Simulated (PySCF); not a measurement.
Isomers C$_{6}$H$_{11}$F:

A. `FC1CCCCC1`
B. SMILES C=C(CC)CCF
C. `C[C@H](C=C)[C@@H](C)F`

Spectrum 1. 1H NMR (500 MHz, computed): δ 6.49 (m, 1H), 5.32 (m, 1H), 5.27 (m, 1H), 4.80 (m, 1H), 1.81 (m, 1H), 1.32 (m, 3H), 1.15 (d, 3H). 13C{1H} NMR (computed): δ 152.9 (CH), 119.2 (CH2), 95.4 (CH), 50.3 (CH), 21.1 (CH3), 13.7 (CH3).

Spectrum 2. 1H NMR (500 MHz, computed): δ 5.08 (br s, 1H), 4.91 (br s, 1H), 4.79 (m, 2H), 2.47 (m, 2H), 2.39 (q, 2H), 1.14 (t, 3H). 13C{1H} NMR (computed): δ 161.8 (C), 116.5 (CH2), 89.4 (CH2), 40.4 (CH2), 34.4 (CH2), 15.7 (CH3).

Spectrum 3. 1H NMR (500 MHz, computed): δ 4.98 (m, 1H), 2.10 (m, 2H), 1.84 (m, 2H), 1.77 (m, 1H), 1.53 (m, 2H), 1.24 (m, 2H), 1.14 (m, 1H). 13C{1H} NMR (computed): δ 90.3 (CH), 35.3 (CH2), 30.0 (CH2), 24.3 (CH2).

- NMR shieldings at PBE0/pcSseg-1/GIAO
- GFN2-xTB geometry
- code: PySCF 2.14
- a single conformation, fast rotation and ring inversion assumed for equivalent nuclei, isolated molecule, relativity neglected

δ = σ(ref) − σ, references computed at the same level: 1H (31.72 ppm) and 13C (186.93 ppm) vs TMS. Splittings of carbon signals by F and P are missing where no couplings were computed. Where no couplings were computed, multiplicities follow the n + 1 count of equivalent neighbours, and m marks all less simple cases (inequivalent or close neighbours, rings, F or P nearby). Shifts are as computed. Against solution values, carbons near 30 ppm lie about +3 ppm off and those near 130 ppm about +5 ppm. Of 1211 compounds with measured shifts, 218 miss one by over three times the rms of a fit or turn the order of signals round; such compounds aren't used in these exercises.

Task: Which spectrum belongs to which compound?

Result: 1–C, 2–B, 3–A.

- Spectrum 1 (C): 6 13C signals; δC 152.9 is an alkene CH; δC 119.2 is a terminal =CH2 carbon.
- Spectrum 2 (B): 6 13C signals; δC 161.8 is a fully substituted alkene carbon; δC 116.5 is a terminal =CH2 carbon.
- Spectrum 3 (A): 4 13C signals; δC 90.3 is an sp3 CH bonded to F; δC 35.3 is an sp3 CH2 in a ring.
